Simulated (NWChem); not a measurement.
The numbers come from NWChem runs, not from measurements. System: H$_{4}$Sn, charge 0, spin multiplicity 1, at the geometry of a parent with another charge or spin, in a state set for the comparison that need not be this species' ground state. Level: PBE0/x2c-SVPall-2c, scalar ZORA.

Job file:

```
start mol
memory heap 200 mb stack 900 mb global 1100 mb
geometry units angstroms nocenter noautoz noautosym
  Sn     0.000000     0.000000    -0.036837
  H     -1.912789     0.000000    -0.198834
  H      0.000000    -1.349595     1.119759
  H      0.000000     1.349595     1.119759
  H      1.912789     0.000000    -0.198834
end
basis spherical
  * library x2c-svpall-2c
end
relativistic
  zora on
end
dft
  xc pbe0
  semidirect memsize 60000000 filesize 0
  iterations 100
  grid fine
end
task dft energy
```

NWChem printed:

```
             Northwest Computational Chemistry Package (NWChem) 7.3.0
             --------------------------------------------------------

                                NWChem Input Module
                                -------------------

 Scaling coordinates for geometry "geometry" by  1.889725989
 (inverse scale =  0.529177249)

                             Geometry "geometry" -> ""
                             -------------------------

 Output coordinates in angstroms (scale by  1.889725989 to convert to a.u.)

  No.       Tag          Charge          X              Y              Z
 ---- ---------------- ---------- -------------- -------------- --------------
    1 Sn                  50.0000     0.00000000     0.00000000    -0.03683700
    2 H                    1.0000    -1.91278900     0.00000000    -0.19883400
    3 H                    1.0000     0.00000000    -1.34959500     1.11975900
    4 H                    1.0000     0.00000000     1.34959500     1.11975900
    5 H                    1.0000     1.91278900     0.00000000    -0.19883400

 Effective nuclear repulsion energy (a.u.)      58.4614158899

            Nuclear Dipole moment (a.u.)
            ----------------------------
        X                 Y               Z
 ---------------- ---------------- ----------------
     0.0000000000     0.0000000000    -0.0000000000


 Summary of "ao basis" -> "" (spherical)
 ------------------------------------------------------------------------------
       Tag                 Description            Shells   Functions and Types
 ---------------- ------------------------------  ------  ---------------------
 *                       x2c-svpall-2c                on all atoms

                                 NWChem DFT Module
                                 -----------------

 Summary of "ao basis" -> "ao basis" (spherical)
 ------------------------------------------------------------------------------
       Tag                 Description            Shells   Functions and Types
 ---------------- ------------------------------  ------  ---------------------
[...]
 Vector   27  Occ=2.000000D+00  E=-2.883382D-01
              MO Center= -1.6D-07, -3.5D-07,  2.8D-01, r^2= 3.5D+00
   Bfn.  Coefficient  Atom+Function         Bfn.  Coefficient  Atom+Function
  ----- ------------  ---------------      ----- ------------  ---------------
    21      0.287474  1 Sn pz                24      0.258824  1 Sn pz
    15     -0.239391  1 Sn pz                56      0.239100  3 H  s
    61      0.239100  4 H  s                 51     -0.196698  2 H  s
    66     -0.196698  5 H  s                 52     -0.172369  2 H  s
    67     -0.172369  5 H  s                 57      0.162589  3 H  s

 Vector   28  Occ=0.000000D+00  E=-1.114908D-01
              MO Center=  7.0D-08, -4.9D-08, -4.6D-01, r^2= 3.9D+00
   Bfn.  Coefficient  Atom+Function         Bfn.  Coefficient  Atom+Function
  ----- ------------  ---------------      ----- ------------  ---------------
     5      0.511647  1 Sn s                 52     -0.455691  2 H  s
    67     -0.455691  5 H  s                 24     -0.417084  1 Sn pz
     6      0.363555  1 Sn s                  4     -0.319815  1 Sn s
    51     -0.268896  2 H  s                 66     -0.268896  5 H  s
    21     -0.234432  1 Sn pz                15      0.194278  1 Sn pz

 Vector   29  Occ=0.000000D+00  E= 1.949643D-02
              MO Center=  1.9D-08,  1.4D-07, -9.1D-02, r^2= 4.5D+00
   Bfn.  Coefficient  Atom+Function         Bfn.  Coefficient  Atom+Function
  ----- ------------  ---------------      ----- ------------  ---------------
    23      1.208404  1 Sn py                57      0.791567  3 H  s
    62     -0.791567  4 H  s                 20      0.232976  1 Sn py
    14     -0.211788  1 Sn py                56      0.187318  3 H  s
    61     -0.187318  4 H  s                 37      0.168306  1 Sn d -1
    42     -0.095075  1 Sn d -1              11      0.084823  1 Sn py

 Vector   30  Occ=0.000000D+00  E= 5.966011D-02
              MO Center= -2.0D-07,  1.4D-07,  1.2D-01, r^2= 4.8D+00
   Bfn.  Coefficient  Atom+Function         Bfn.  Coefficient  Atom+Function
  ----- ------------  ---------------      ----- ------------  ---------------
     5      1.344516  1 Sn s                 24      0.906958  1 Sn pz
    57     -0.785763  3 H  s                 62     -0.785762  4 H  s
     4     -0.534827  1 Sn s                 52     -0.197284  2 H  s
    67     -0.197283  5 H  s                 56     -0.159118  3 H  s
    61     -0.159118  4 H  s                 21      0.130346  1 Sn pz

 center of mass
 --------------
 x =   0.00000000 y =   0.00000000 z =  -0.03854190

 moments of inertia (a.u.)
 ------------------
          22.810593319769           0.000000000000           0.000000000000
           0.000000000000          36.035904283985           0.000000000000
           0.000000000000           0.000000000000          39.446338784247

     Multipole analysis of the density
     ---------------------------------

     L   x y z        total         alpha         beta         nuclear
     -   - - -        -----         -----         ----         -------
     0   0 0 0     -0.000000    -27.000000    -27.000000     54.000000

     1   1 0 0      0.000000      0.000000      0.000000      0.000000
     1   0 1 0      0.000000      0.000000      0.000000      0.000000
     1   0 0 1     -0.646269     -0.323135     -0.323135     -0.000000

     2   2 0 0    -22.105106    -24.118227    -24.118227     26.131347
     2   1 1 0     -0.000000     -0.000000     -0.000000      0.000000
     2   1 0 1      0.000000      0.000000      0.000000      0.000000
     2   0 2 0    -23.289301    -18.149011    -18.149011     13.008721
     2   0 1 1      0.000000      0.000000      0.000000      0.000000
     2   0 0 2    -22.490893    -15.985389    -15.985389      9.479885

 Task  times  cpu:        5.8s     wall:        5.8s

 Total times  cpu:        5.8s     wall:        5.8s
```
